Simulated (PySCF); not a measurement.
**Interval between two levels of Sb²⁺ by level of theory**

Sb²⁺ [Kr] 4d10 5s2 5p1 [2P3/2, M_J = 3/2] → Sb²⁺ [Kr] 4d10 5s1 5p2 [4P5/2, M_J = 5/2], as a difference of total energies. All numbers are calculated (PySCF 2.14, the two-component X2C-1e Hamiltonian, in x2c-TZVPall-2c (8s9p5d2f, 74 functions)). Correlated levels: [Ar] 3d10 frozen; the 6 highest virtual spinors dropped. "Screened" scales the spin-orbit matrix elements by Boettger's factors to mimic the two-electron term; Breit and QED terms are absent.

| method | interval between two levels (cm⁻¹) |
| --- | --- |
| GHF (spin-free) | 45244 |
| GMP2 (spin-free) | 57857 |
| GHF (screened spin-orbit) | 44873 |
| GMP2 (screened spin-orbit) | 57386 |

The labels give the starting determinants; with spin-orbit coupling the two ends relaxed to ⟨J²⟩ = 3.76, ⟨L²⟩ = 2.02, ⟨S²⟩ = 0.77 and ⟨J²⟩ = 8.76, ⟨L²⟩ = 2.08, ⟨S²⟩ = 3.73.
